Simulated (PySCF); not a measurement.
**Dipole response of Xe⁺ (xenon, charge +1)**

[Kr] 4d10 5s2 5p5, 2P determinant. All numbers are calculated (PySCF 2.14, a scalar-relativistic core potential, in aug-cc-pVQZ-PP with ECP28MDF). Coupled (time-dependent) response in atomic units; α is the mean over directions.

| method | mean α (bohr³) | α xx, yy, zz | C₆ (like pair) | S(−4) |
| --- | --- | --- | --- | --- |
| UHF | 17.78 | 17.31, 18.02, 18.02 | 152.1 | 50.07 |
| PBE | 18.41 | 17.67, 18.79, 18.79 | 158.4 | 56.17 |
| PBE0 | 18.06 | 17.41, 18.38, 18.38 | 154.8 | 52.87 |
| BLYP | 18.52 | 17.74, 18.92, 18.92 | 159.2 | 57.62 |
| B97-3 | 18.10 | 17.46, 18.42, 18.42 | 155.3 | 52.95 |

S(−4) is the Cauchy moment in α(ω) = α(0) + S(−4) ω² + …

Spin-orbit coupling is absent.

α(iu) at PBE0:

| u (hartree) | α(iu) (bohr³) |
| --- | --- |
| 0 | 18.06 |
| 0.0500 | 17.93 |
| 0.100 | 17.55 |
| 0.200 | 16.20 |
| 0.300 | 14.41 |
| 0.500 | 10.80 |
| 0.750 | 7.443 |
| 1.00 | 5.315 |
| 1.50 | 3.082 |
| 2.00 | 2.039 |
| 3.00 | 1.121 |
| 5.00 | 0.5095 |

A single London oscillator, α(iu) = α/(1 + u²/ω²), gives C₆ = (3/4) ω α². Matching the computed C₆ needs ω = 4 × 154.8 / (3 × 18.06²) = 0.633 hartree.

For an ion, C₆ is the dispersion term alone; charge-induced terms of lower order in 1/R come first.

The components differ because the open shell of this determinant is not spherical; for a pure term their mean is the scalar polarisability.

Energies and moments cover only the electrons outside the core potential.
